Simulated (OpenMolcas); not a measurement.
# Ni²⁺: effect of the basis set

```yaml
Program: OpenMolcas
Method: CASSCF
Active_space: 8 electrons in 10 orbitals (3d 4d)
State_averaging: 2S+1 = 3 even, 10 roots; 2S+1 = 1 even, 15 roots
Spin-orbit_coupling: RASSI with atomic mean-field integrals over the reference wave functions, term energies averaged over their components
```

A. ANO-RCC-VTZP [6s5p3d2f1g], DKH2, point nucleus; cost roughly 4 core-minutes
B. ANO-R2 [6s5p4d2f1g], X2C, finite nucleus; cost about 120 core-seconds
C. ANO-RCC-VQZP [7s6p4d3f2g1h], DKH2, point nucleus; cost about 80 core-seconds

Energies in cm⁻¹ above 3d⁸ ³F₄, the measured ground level; measured values from Corliss and Sugar, J. Phys. Chem. Ref. Data 10, 197 (1981).

```tsv
Level	A	B	C	Measured
3d⁸ ³F₄	0.0	0.0	0.0	0.0
3d⁸ ³F₃	1334	1350	1356	1361
3d⁸ ³F₂	2249	2274	2284	2270
3d⁸ ¹D₂	16854	16807	16807	14032
3d⁸ ³P₂	19850	19845	19850	16662
3d⁸ ³P₁	20162	20162	20167	16978
3d⁸ ³P₀	20429	20431	20437	17231
3d⁸ ¹G₄	25843	25792	25793	23109
3d⁸ ¹S₀	61549	61394	61386	52532
```

Deviations, from unrounded energies. A percentage is the sum of absolute deviations over the sum of measured energies, with the sign that they share, or ± where signs differ.

```json
{"Against measurement": "mean absolute deviation (cm-1)", "Levels": "8", "A": "3000", "B": "3000", "C": "3000"}
{"Against measurement": "fine structure of the ground term (%)", "Levels": "2", "A": "-1.3", "B": "±0.4", "C": "±0.5"}
{"Against measurement": "other terms of the ground configuration (%)", "Levels": "6", "A": "+17.2", "B": "+17.0", "C": "+17.0"}
```

A, B, C lie about equally close to measurement. The largest miss of B in the table is 3d⁸ ¹S₀, by +8900 cm-1. The ranking rests on the paired levels alone, and a cruder setting can come out closer through cancelling errors.

Among A to C the level of the table that moves most is 3d⁸ ¹S₀, by 160 cm-1 (lowest in C, highest in A).

Without dynamic correlation excited terms often stand tens of per cent too high (terms of higher spin than the ground term too low), and those without a measured partner can miss by more than the paired ones. Active for correlation alone: 4d; no level in the range computed is led by a configuration that fills it, so any true level of that kind is missing. Measured partners are found by configuration, term and J. A level has none where our copy of the source lacks it or the pairing is in doubt (some pairs that miss far off the trend of their configuration count as doubtful), and it then counts in no deviation. Levels of configurations outside the active space are missing.
